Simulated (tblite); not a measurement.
Question: Write Cartesian coordinates for `CSCCCC[SiH3]` as optimised with GFN2-xTB.

Answer: 
```xyz
21
C5H14SSi angstrom
C     -3.096    1.017    0.661
S     -2.290   -0.455    1.354
C     -1.685   -1.244   -0.176
C     -0.530   -0.504   -0.835
C      0.706   -0.446    0.060
C      1.857    0.310   -0.595
Si     3.392    0.431    0.521
H     -3.807    0.715   -0.103
H     -2.352    1.693    0.249
H     -3.615    1.500    1.482
H     -1.372   -2.240    0.137
H     -2.536   -1.336   -0.852
H     -0.284   -1.021   -1.767
H     -0.842    0.510   -1.096
H      1.023   -1.464    0.295
H      0.437    0.037    1.002
H      2.118   -0.184   -1.534
H      1.517    1.313   -0.864
H      3.053    1.172    1.737
H      3.843   -0.917    0.876
H      4.454    1.130   -0.206
```

Any rigid rotation of these coordinates is as good. Atoms count from 1 in this order. Si7 (SiH3 silicon) is tetrahedral (angles from 108.9° to 109.8°). Of the pairs four or more bonds apart, S2···H16 is among the closest relative to their van der Waals radii: 2.79 Å, 93 % of the sum of Bondi's values.

Bonds between heavy atoms (Å): C1–S2 1.815, S2–C3 1.824, C3–C4 1.521, C4–C5 1.527, C5–C6 1.525, C6–Si7 1.902.

Computed geometry: GFN2-xTB, gas phase.

Point group: C1 (no symmetry element, even within 0.4 Å). Its GFN2-xTB frequencies are all real (lowest 28 cm⁻¹). One conformer, not necessarily the lowest (C1–S2–C3–C4 71°, S2–C3–C4–C5 62°, C3–C4–C5–C6 -179°, C4–C5–C6–Si7 179°). 3 starts were optimised and ended at 0.00, 0.01 and 0.87 kcal/mol (GFN2-xTB); the lowest of these is shown.
